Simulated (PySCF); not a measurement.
# Stationary points of SeS₂

Method: PBE0 in PySCF with Se def2-TZVP, S def2-TZVP; no relativity; density-fitted integrals.

Relaxations began from a few typed shapes. The search is not exhaustive: other isomers or separated fragments can lie lower, and high-lying points may rest on an excited occupation.

(1) Order these stationary points by electronic energy, lowest first, in kJ/mol from the lowest minimum.
A. singlet C2v: Se–S 2.044 Å (×2); S–Se–S 115.4°
B. singlet D∞h: Se–S 2.153 Å (×2); S–Se–S 180.0°

(2) Which of them are minima?

Answers

(1) A (0.0), B (263.2).

(2) By energy in kJ/mol, 0.0: minimum; 263.2: saddle point, 2 imaginary modes.

Counting electrons, selenium keeps 2 of its valence electrons outside its bonds, so the VSEPR class is AX2E1 and the expected shape is bent (C2v), as computed.
